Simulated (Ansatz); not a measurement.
Al₁₆N₁₆H₃₆⁺, a nanocrystal cut from zinc blende AlN (hydrogen-capped). Charge 1, multiplicity 2. Geometry r2SCAN-D4/def2-SVP, that of the neutral singlet; atoms count from 1.

Cartesian coordinates in Å:
```
Al -0.870 3.113 -0.878
Al -3.010 0.514 -0.911
Al 1.015 1.622 -2.749
Al -1.085 -1.009 -2.821
Al -3.987 -0.771 1.815
Al -1.922 1.626 1.954
Al 0.042 0.141 -0.071
Al 1.042 1.165 2.777
Al -0.917 -1.168 2.647
Al 2.033 2.661 -0.073
Al 3.061 -0.432 0.775
Al -1.999 -2.275 -0.202
Al -0.019 -3.909 -2.122
Al 1.090 -2.756 0.656
Al 2.023 -1.492 -1.959
Al 2.120 -1.722 3.510
N -1.502 3.299 0.938
N -3.335 0.878 0.926
N -2.469 2.311 -1.607
N -0.399 0.673 -3.662
N 0.543 1.843 -0.922
N -1.457 -0.575 -1.010
N 2.362 0.244 -2.896
N 0.457 -2.120 -2.836
N 1.686 2.803 1.823
N -2.380 -1.857 1.625
N -0.408 0.497 1.750
N 1.536 -1.041 -0.179
N 2.502 -0.030 2.547
N 0.597 -2.321 2.452
N 3.479 1.384 0.044
N -0.446 -3.386 -0.293
H -0.548 4.520 -1.546
H -4.263 0.148 -1.813
H 1.434 2.952 -3.514
H -2.285 -1.417 -3.775
H -5.181 -1.357 0.927
H -4.259 -0.416 3.349
H -2.283 2.172 3.399
H 0.763 1.698 4.245
H -1.296 -0.895 4.166
H 2.505 4.043 -0.700
H 4.434 -1.207 0.603
H -3.248 -2.890 -0.970
H -1.328 -4.403 -2.896
H 1.299 -4.812 -2.166
H 2.322 -3.756 0.576
H 3.368 -2.296 -2.206
H 1.670 -1.340 4.995
H 3.376 -2.689 3.302
H -2.378 3.835 0.931
H -0.905 3.892 1.521
H -4.165 1.482 1.007
H -3.268 2.926 -1.409
H -2.483 2.281 -2.630
H -1.198 1.264 -3.906
H -0.062 0.390 -4.590
H 2.475 -0.005 -3.886
H 3.304 0.564 -2.656
H 0.691 -2.357 -3.811
H 1.074 3.585 2.070
H 2.557 3.065 2.300
H -2.659 -2.742 2.075
H 3.310 0.318 3.083
H 0.348 -3.210 2.910
H 3.997 1.271 -0.832
H 4.205 1.762 0.664
H -0.705 -4.287 0.136
```

Single mean-field runs in def2-SVP are fitted with def2-universal-jkfit.

(1) Estimate the Mulliken populations of the heavy atoms from the PBE0/def2-SVP orbitals of Ansatz.

(2) Where does the spin sit?

(3) And the Mayer bond orders between bonded heavy atoms (over 0.3, the first 40 of 46)?

Results:

(1) 
```
atom  charge (e)  spin (α − β)
 Al1        0.66          0.00
 Al2        0.68          0.00
 Al3        0.66          0.00
 Al4        0.68          0.00
 Al5        0.53          0.03
 Al6        0.68          0.00
 Al7        0.77          0.00
 Al8        0.68          0.00
 Al9        0.64          0.00
Al10        0.66          0.00
Al11        0.68          0.00
Al12        0.62          0.00
Al13        0.53          0.03
Al14        0.64          0.00
Al15        0.68          0.00
Al16        0.51          0.03
 N17       -0.53          0.00
 N18       -0.79          0.01
 N19       -0.53          0.00
 N20       -0.53          0.00
 N21       -1.02          0.00
 N22       -1.03          0.00
 N23       -0.53          0.00
 N24       -0.79          0.01
 N25       -0.53          0.00
 N26       -0.78          0.00
 N27       -1.03          0.01
 N28       -1.03          0.01
 N29       -0.79          0.01
 N30       -0.78          0.00
 N31       -0.53          0.00
 N32       -0.78          0.00
```
Mulliken values and Mayer orders depend strongly on the basis.

(2) Summed by element: Al 0.10, N 0.06, H 0.83, of 1 unpaired in all. Largest on single atoms: H38 0.14, H46 0.14, H50 0.11.

(3) Al1–N17 0.65 (1.93 Å); Al1–N19 0.65 (1.93 Å); Al1–N21 0.69 (1.90 Å); Al2–N18 0.70 (1.90 Å); Al2–N19 0.56 (2.00 Å); Al2–N22 0.69 (1.90 Å); Al3–N20 0.65 (1.93 Å); Al3–N21 0.69 (1.90 Å); Al3–N23 0.65 (1.93 Å); Al4–N20 0.56 (2.00 Å); Al4–N22 0.69 (1.90 Å); Al4–N24 0.70 (1.90 Å); Al5–N18 0.61 (1.98 Å); Al5–N26 0.64 (1.95 Å); Al6–N17 0.56 (2.00 Å); Al6–N18 0.70 (1.90 Å); Al6–N27 0.69 (1.90 Å); Al7–N21 0.71 (1.97 Å); Al7–N22 0.78 (1.91 Å); Al7–N27 0.77 (1.91 Å); Al7–N28 0.77 (1.91 Å); Al8–N25 0.56 (2.00 Å); Al8–N27 0.69 (1.90 Å); Al8–N29 0.70 (1.90 Å); Al9–N26 0.69 (1.91 Å); Al9–N27 0.63 (1.96 Å); Al9–N30 0.69 (1.91 Å); Al10–N21 0.70 (1.90 Å); Al10–N25 0.65 (1.93 Å); Al10–N31 0.65 (1.93 Å); Al11–N28 0.69 (1.90 Å); Al11–N29 0.70 (1.90 Å); Al11–N31 0.56 (2.00 Å); Al12–N22 0.62 (1.96 Å); Al12–N26 0.67 (1.91 Å); Al12–N32 0.67 (1.91 Å); Al13–N24 0.61 (1.98 Å); Al13–N32 0.64 (1.95 Å); Al14–N28 0.63 (1.96 Å); Al14–N30 0.69 (1.91 Å).
